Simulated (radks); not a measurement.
Q: Spherical quantum dot in the effective-mass picture: electrons in a hard-walled sphere of radius 1.71, with a point charge +1 (a donor) at the centre, all in effective atomic units (hartree* = m*/eps^2 hartree, bohr* = eps/m* bohr), one dielectric constant everywhere. Method: non-relativistic Kohn-Sham, LDA (Slater exchange, Perdew-Wang correlation), spin-polarised, spherical densities; computed with a radial shooting solver with Libxc functionals. Levels are named by radial order and angular momentum (1s, 1p, 1d, 2s, ...), and open shells are averaged over m. Each electron was tried in the lowest free levels, single moves between levels near the top were tried too, and the lowest total energy was kept; such a search can miss a lower state. Give the order in which the levels fill up to N = 39, the shell closures and the spin along the way.

A: Shells are first occupied in the order 1s, 1p, 1d, 2s, 1f, 1g. Open shells at each N (closed shells left out): 1: 1s(up 1, down 0); 2: none; 3: 1p(up 1, down 0); 4: 1p(up 2, down 0); 5: 1p(up 3, down 0); 6: 1p(up 3, down 1); 7: 1p(up 3, down 2); 8: none; 9: 1d(up 1, down 0); 10: 1d(up 2, down 0); 11: 1d(up 3, down 0); 12: 1d(up 4, down 0); 13: 1d(up 5, down 0); 14: 1d(up 5, down 1); 15: 1d(up 5, down 2); 16: 1d(up 5, down 3); 17: 1d(up 5, down 4); 18: none; 19: 2s(up 1, down 0); 20: none; 21: 1f(up 1, down 0); 22: 1f(up 2, down 0); 23: 1f(up 3, down 0); 24: 1f(up 4, down 0); 25: 1f(up 5, down 0); 26: 1f(up 6, down 0); 27: 1f(up 7, down 0); 28: 1f(up 7, down 1); 29: 1f(up 7, down 2); 30: 1f(up 7, down 3); 31: 1f(up 7, down 4); 32: 1f(up 7, down 5); 33: 1f(up 7, down 6); 34: none; 35: 1g(up 1, down 0); 36: 1g(up 2, down 0); 37: 1g(up 3, down 0); 38: 1g(up 4, down 0); 39: 1g(up 5, down 0). All shells are closed at N = 2, 8, 18, 20, 34 (there: 1s2 1p6 1d10 2s2 1f14). Largest 2S: 7, at N = 27.
